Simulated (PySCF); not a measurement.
B(Cl)(F)(OAc) (C₂H₃BClFO₂), SMILES CC(=O)OB(F)Cl.

The structure is a stationary point at TPSSh-D3(BJ)/def2-SVP. The structure was generated by enumeration, and PubChem lists no compound with its InChIKey, so it may never have been made. One conformer was computed; it need not be the lowest.

Two levels are set side by side: TDA-PBE/def2-SVPD (PySCF) and TDA-LC-ωPBE/def2-SVPD (PySCF). Vertical, same geometry. The lowest singlet is HOMO→LUMO 99 % with PBE and HOMO→LUMO 81 % with the other functional; states are paired by order. Differences are taken from unrounded values.

```csv
quantity,TDA-PBE
lowest singlet excitation (eV),5.12
lowest triplet excitation (TDA) (eV),4.63
first bright state (f over 0.05) (eV),7.62
its oscillator strength,0.09
```

Task: These are the TDA-PBE values. What does TDA-LC-ωPBE give? (An estimate is asked for; the answer gives what the named calculation found.)

Result: 
| quantity | TDA-LC-ωPBE | TDA-PBE minus TDA-LC-ωPBE |
|---|---|---|
| lowest singlet excitation (eV) | 5.61 | -0.49 |
| lowest triplet excitation (TDA) (eV) | 4.99 | -0.36 |
| first bright state (f over 0.05) (eV) | 8.23 | -0.61 |
| its oscillator strength | 0.10 | -0.01 |

Functionals without exact exchange tend to place singlet excitations lower, as here. Differences between two approximate levels are no errors against the true value.

Rough cost on one machine, each run with all the roots and properties that it gave: TDA-LC-ωPBE against TDA-PBE about 3 times.
